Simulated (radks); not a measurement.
Values are calculated unless marked as measured or tabulated.
Task: Ionisation of He, [He], to He+, 1s1, under several functionals. Dirac Kohn-Sham, spin-unpolarised, spherical densities, point nucleus; a radial shooting solver on a logarithmic mesh with Libxc functionals. The NIST Atomic Spectra Database gives 24.587 eV (measured). Rank these functionals by the error of their Delta-SCF ionisation energy: revPBE; SOGGA; OLYP; Wu-Cohen GGA; BP86.

Result: From best to worst: SOGGA 26.433 eV (+1.846); Wu-Cohen GGA 26.751 eV (+2.164); revPBE 27.047 eV (+2.460); OLYP 27.068 eV (+2.481); BP86 27.097 eV (+2.510). Spin polarisation and multiplet splitting are left out, so open shells lie too high by an amount that depends on their filling.

Beside tabulated values, note that spin-unpolarised runs miss the spin-polarisation part of the exchange energy of open shells.
